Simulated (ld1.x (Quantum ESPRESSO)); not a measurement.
**What one change does to a pseudopotential (Hg (Z = 80), TM)**

Hg, norm-conserving Troullier–Martins (Kleinman–Bylander form), made with ld1.x (Quantum ESPRESSO) 7.5 (PBE, fully relativistic). Core [Xe] 4f14 5d10, reference 6s1.5 6p0 (charge +0.5). Waves: 6s (bound): rc 1.60 bohr; 6d channel at 0.2 Ry: rc 3.35 bohr; 6p (bound, empty): rc 3.20 bohr. Local part: the p channel. Core correction: a·sin(br)/r model core inside 1.45 bohr.

Open shells are filled in proportion to 2j + 1 (rel_dist='average').

Change: wave 6s (bound): rc 1.60 bohr becomes 6s (bound): rc 1.98 bohr.

Cutoffs: the cutoffs (Ry, on a coarse ladder) from which the occupation-weighted sum of valence levels, in a spherical-Bessel basis at the reference potential, stays within 10 and 1 mRy of its value at 400 Ry; they do not see the model core or the augmentation charge, which bear on the density cutoff. Errors are all-electron minus pseudo energies relative to the spin-unpolarised reference configuration.

How do hardness, ghosts and transferability respond?

The potential gets softer (30 Ry and 120 Ry → 15 Ry and 25 Ry); the errors of the 5 common tests hardly move; neither file shows a bound ghost. A larger radius leaves more room for a smooth pseudo-wave, so fewer plane waves are needed.

| quantity | base | changed |
| --- | --- | --- |
| cutoff, loose | 30 Ry | 15 Ry |
| cutoff, tight | 120 Ry | 25 Ry |
| bound ghosts | none | none |
| error for 6s2 6p0, meV [ΔE -4.36 eV] | -48 | -47 |
| error for 6s1 6p0, meV [ΔE 6.34 eV] | -62 | -61 |
| error for 6s1 6p1, meV [ΔE 1.60 eV] | -62 | -60 |
| error for 6s0 6p2, meV [ΔE 8.05 eV] | -232 | -212 |
| error for 6s0 6p1, meV [ΔE 13.65 eV] | -314 | -293 |
| s: phases at 3.67 bohr within 0.05 rad from the reference energy up to (Ry; the scan ends near 5) | 0.5 | 0.5 |
| p1/2: phases at 3.67 bohr within 0.05 rad from the reference energy up to (Ry; the scan ends near 5) | n/a | n/a |
| p3/2: phases at 3.67 bohr within 0.05 rad from the reference energy up to (Ry; the scan ends near 5) | n/a | n/a |
| d3/2: phases at 3.67 bohr within 0.05 rad from the reference energy up to (Ry; the scan ends near 5) | 0.5 | 0.5 |
| d5/2: phases at 3.67 bohr within 0.05 rad from the reference energy up to (Ry; the scan ends near 5) | 0.5 | 0.5 |
